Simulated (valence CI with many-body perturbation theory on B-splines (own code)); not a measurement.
Au⁸⁺: electric-dipole lines

Calculated by valence CI with perturbative core correlation (CI+MBPT): three valence electrons over a frozen Dirac-Fock core [Xe] 4f14, a basis of 9 s, 9 p, 10 d, 8 f, 5 g, 3 h, 1 i functions for each j, with the one-electron correlation potential Σ1 (screened to all orders), the two-electron term Σ2, the three-electron term Σ3, Breit, model QED; selected single and double excitations, second order for the rest, scaled by the run's own slope (own B-spline code, finite nucleus).

No measured spectrum was set against this ion. As an estimate, terms of the open shell hold to 2 to 4 % of their energy, and close levels can change places; different configurations can be misplaced against each other by 1,000 to 8,000 cm⁻¹. Core correlation moves these levels by up to 15000 cm⁻¹, and in measured spectra 5 to 20 % of such shifts remained as error; rates that hang on mixing are uncertain with them. The list stops below the first excitations out of the core.

Lines 51 to 91 of 91 in falling wavelength, among levels below 42.689 eV, chosen from the strongest by gf and those to the six lowest levels. Wavelengths and rates use the calculated energies, so an error of 2000 cm⁻¹ moves a line at 380.3 Å by 0.76 % and its rate by three times that or more. Electric multipoles are in the length gauge, E1 and E2 with the static RPA response of the core. Weak lines are less certain than strong ones. Lines between different terms over intervals too small for the method are left out, as are lines whose strength nearly cancels. The highest levels of a list are the least certain.

Levels are named by their leading jj configuration (3d3/2^4 stands for four electrons in 3d with j = 3/2), which in mixed levels can hold well under half, so a name can repeat and another be missing. Letters in brackets count levels of one name in rising energy.

| λ vac (Å) | Upper | Lower | A (s⁻¹) | S (a.u.) |
| --- | --- | --- | --- | --- |
| 380.3 | (5d3/2^2 6p1/2) J=5/2 | (5d3/2 5d5/2^2) J=7/2 [b] | 4.68e+04 | 7.63e-06 |
| 379.2 | (5d3/2^2 6p1/2) J=3/2 | (5d5/2^3) J=3/2 | 2.46e+07 | 2.65e-03 |
| 376.8 | (5d3/2^2 6p1/2) J=5/2 | (5d3/2 5d5/2^2) J=5/2 [c] | 9.52e+07 | 1.51e-02 |
| 371.5 | (5d3/2^2 6p1/2) J=5/2 | (5d3/2 5d5/2^2) J=5/2 [b] | 2.18e+07 | 3.32e-03 |
| 368.1 | (5d3/2^2 6p1/2) J=3/2 | (5d3/2 5d5/2^2) J=5/2 [c] | 4.62e+07 | 4.54e-03 |
| 363.0 | (5d3/2^2 6p1/2) J=3/2 | (5d3/2 5d5/2^2) J=5/2 [b] | 9.02e+06 | 8.52e-04 |
| 359.3 | (5d3/2^2 6p1/2) J=5/2 | (5d3/2 5d5/2^2) J=3/2 [a] | 8.47e+07 | 1.16e-02 |
| 358.4 | (5d3/2 5d5/2 6p1/2) J=5/2 | (5d5/2^3) J=3/2 | 4.96e+07 | 6.77e-03 |
| 353.9 | (5d3/2^2 6p1/2) J=3/2 | (5d3/2 5d5/2^2) J=1/2 | 4.59e+07 | 4.02e-03 |
| 353.9 | (5d3/2 5d5/2 6p1/2) J=7/2 | (5d5/2^3) J=9/2 | 2.64e+06 | 4.62e-04 |
| 353.2 | (5d3/2 5d5/2 6p1/2) J=7/2 | (5d3/2 5d5/2^2) J=7/2 [b] | 1.12e+08 | 1.95e-02 |
| 352.0 | (5d3/2^2 6p1/2) J=5/2 | (5d3/2 5d5/2^2) J=5/2 [a] | 2.79e+07 | 3.60e-03 |
| 351.5 | (5d3/2 5d5/2 6p1/2) J=5/2 | (5d3/2 5d5/2^2) J=7/2 [b] | 3.72e+07 | 4.79e-03 |
| 351.4 | (5d3/2^2 6p1/2) J=3/2 | (5d3/2 5d5/2^2) J=3/2 [a] | 1.03e+08 | 8.78e-03 |
| 350.2 | (5d3/2 5d5/2 6p1/2) J=7/2 | (5d3/2 5d5/2^2) J=5/2 [c] | 1.79e+07 | 3.03e-03 |
| 349.6 | (5d3/2^2 6p1/2) J=5/2 | (5d3/2 5d5/2^2) J=7/2 [a] | 5.72e+07 | 7.24e-03 |
| 348.5 | (5d3/2 5d5/2 6p1/2) J=5/2 | (5d3/2 5d5/2^2) J=5/2 [c] | 1.31e+08 | 1.65e-02 |
| 345.6 | (5d3/2 5d5/2 6p1/2) J=7/2 | (5d3/2 5d5/2^2) J=5/2 [b] | 3.09e+07 | 5.04e-03 |
| 344.4 | (5d3/2^2 6p1/2) J=3/2 | (5d3/2 5d5/2^2) J=5/2 [a] | 3.19e+05 | 2.57e-05 |
| 344.0 | (5d3/2 5d5/2 6p1/2) J=5/2 | (5d3/2 5d5/2^2) J=5/2 [b] | 9.61e+07 | 1.16e-02 |
| 333.5 | (5d3/2 5d5/2 6p1/2) J=5/2 | (5d3/2 5d5/2^2) J=3/2 [a] | 1.05e+06 | 1.15e-04 |
| 332.1 | (5d3/2^2 6p1/2) J=5/2 | (5d3/2^2 5d5/2) J=3/2 | 2.12e+08 | 2.30e-02 |
| 330.5 | (5d3/2^2 6p1/2) J=5/2 | (5d3/2^2 5d5/2) J=7/2 | 1.13e+08 | 1.21e-02 |
| 329.4 | (5d3/2^2 6p1/2) J=3/2 | (5d3/2^2 5d5/2) J=1/2 | 2.57e+08 | 1.82e-02 |
| 328.7 | (5d3/2 5d5/2 6p1/2) J=7/2 | (5d3/2 5d5/2^2) J=5/2 [a] | 2.80e+07 | 3.92e-03 |
| 328.7 | (5d3/2 5d5/2 6p1/2) J=7/2 | (5d3/2 5d5/2^2) J=9/2 | 3.29e+08 | 4.61e-02 |
| 327.2 | (5d3/2 5d5/2 6p1/2) J=5/2 | (5d3/2 5d5/2^2) J=5/2 [a] | 5.20e+08 | 5.40e-02 |
| 326.6 | (5d3/2 5d5/2 6p1/2) J=7/2 | (5d3/2 5d5/2^2) J=7/2 [a] | 2.10e+08 | 2.88e-02 |
| 325.4 | (5d3/2^2 6p1/2) J=3/2 | (5d3/2^2 5d5/2) J=3/2 | 8.16e+08 | 5.55e-02 |
| 325.1 | (5d3/2 5d5/2 6p1/2) J=5/2 | (5d3/2 5d5/2^2) J=7/2 [a] | 2.89e+06 | 2.94e-04 |
| 322.1 | (5d3/2^2 6p1/2) J=5/2 | (5d3/2^2 5d5/2) J=5/2 | 1.25e+07 | 1.24e-03 |
| 315.7 | (5d3/2^2 6p1/2) J=3/2 | (5d3/2^2 5d5/2) J=5/2 | 3.11e+07 | 1.93e-03 |
| 313.2 | (5d3/2 5d5/2 6p1/2) J=7/2 | (5d3/2^2 5d5/2) J=9/2 | 3.00e+09 | 3.64e-01 |
| 310.0 | (5d3/2 5d5/2 6p1/2) J=5/2 | (5d3/2^2 5d5/2) J=3/2 | 5.28e+09 | 4.65e-01 |
| 309.8 | (5d3/2^2 6p1/2) J=5/2 | (5d3/2^3) J=3/2 | 3.14e+09 | 2.77e-01 |
| 309.8 | (5d3/2 5d5/2 6p1/2) J=7/2 | (5d3/2^2 5d5/2) J=7/2 | 1.38e+09 | 1.63e-01 |
| 308.5 | (5d3/2 5d5/2 6p1/2) J=5/2 | (5d3/2^2 5d5/2) J=7/2 | 2.95e+07 | 2.56e-03 |
| 303.9 | (5d3/2^2 6p1/2) J=3/2 | (5d3/2^3) J=3/2 | 2.01e+10 | 1.12e+00 |
| 302.5 | (5d3/2 5d5/2 6p1/2) J=7/2 | (5d3/2^2 5d5/2) J=5/2 | 3.24e+09 | 3.54e-01 |
| 301.2 | (5d3/2 5d5/2 6p1/2) J=5/2 | (5d3/2^2 5d5/2) J=5/2 | 1.08e+10 | 8.74e-01 |
| 290.5 | (5d3/2 5d5/2 6p1/2) J=5/2 | (5d3/2^3) J=3/2 | 8.03e+08 | 5.83e-02 |
